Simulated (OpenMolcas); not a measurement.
A ladder of methods for GeH2ClF (SMILES [F][GeH2][Cl])

GeH2ClF: 5 atoms, total charge 0, spin state singlet. As SMILES, `[F][GeH2][Cl]`. The shape is that of a PBE0-D4/def2-TZVP optimisation.

Each level gives the electronic atomisation energy (eV). The values are calculated. Electronic energies at fixed atoms, without zero-point motion or spin-orbit coupling.

| level | kind | program | value (eV) | CPU time (all runs) |
| --- | --- | --- | --- | --- |
| HF/aug-cc-pVDZ | Hartree–Fock | OpenMolcas | 10.66 | 16 s |
| SVWN5/aug-cc-pVDZ | LDA | OpenMolcas | 16.91 | 29 s |
| BLYP/aug-cc-pVDZ | GGA | OpenMolcas | 14.21 | 37 s |
| revPBE/aug-cc-pVDZ | GGA | OpenMolcas | 14.09 | 37 s |
| M06-L/aug-cc-pVDZ | meta-GGA | OpenMolcas | 15.02 | 62 s |
| TPSS/aug-cc-pVDZ | meta-GGA | OpenMolcas | 14.88 | 47 s |
| BHLYP/aug-cc-pVDZ | global hybrid | OpenMolcas | 13.97 | 34 s |
| M06-2X/aug-cc-pVDZ | hybrid meta-GGA | OpenMolcas | 14.56 | 45 s |

All-electron rows without a relativistic Hamiltonian named are non-relativistic. The values span 10.66 to 16.91 eV. Times are those of the runs behind each value, whatever else they computed, on shared processors of several kinds: orders of magnitude only.
